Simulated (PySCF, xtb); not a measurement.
C₃H₉Ge, SMILES [CH3][Ge]([CH3])[CH3] (connectivity only; charge and spin as stated), charge +1, multiplicity 1.

Harmonic wavenumbers (cm⁻¹) from GFN2-xTB in xtb at its own minimum, in rising order: 28, 36, 67, 139, 140, 141, 493, 582, 582, 676, 677, 703, 761, 797, 797, 1258, 1258, 1272, 1369, 1370, 1370, 1375, 1375, 1379, 2969, 2969, 2970, 2970, 2972, 2975, 2987, 2988, 2989.

What does PBE0-D3(BJ)/def2-SVP (PySCF 2.14.0) give at its own minimum? (An estimate is asked for; the answer gives what the named calculation found.)

20, 20, 52, 172, 178, 178, 584, 662, 662, 666, 667, 740, 819, 859, 859, 1255, 1255, 1264, 1396, 1396, 1400, 1401, 1403, 1407, 3050, 3050, 3054, 3147, 3147, 3147, 3205, 3205, 3206. Paired by order, the mean absolute difference is 68 cm⁻¹ and the zero-point energies are 64.9 and 67.9 kcal/mol.
